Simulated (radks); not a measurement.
Results of a calculation; reference values are marked as such.
Question: Ionisation of F, [He] 2s2 2p5, to F+, [He] 2s2 2p4, under several functionals. Dirac Kohn-Sham, spin-unpolarised, spherical densities, finite nucleus; open shells fill j = l - 1/2 first; a radial shooting solver on a logarithmic mesh with Libxc functionals. The NIST Atomic Spectra Database gives 17.423 eV (measured). Rank these functionals by the error of their Delta-SCF ionisation energy: Wu-Cohen GGA; exchange-only LDA; LDA (Slater exchange, Perdew-Zunger correlation); RPBE.

Answer: From best to worst: exchange-only LDA 18.011 eV (+0.588); RPBE 19.308 eV (+1.885); Wu-Cohen GGA 19.345 eV (+1.922); LDA (Slater exchange, Perdew-Zunger correlation) 19.527 eV (+2.104). Spin polarisation and multiplet splitting are left out, so open shells lie too high by an amount that depends on their filling.

Beside tabulated values, note that spin-unpolarised runs miss the spin-polarisation part of the exchange energy of open shells.
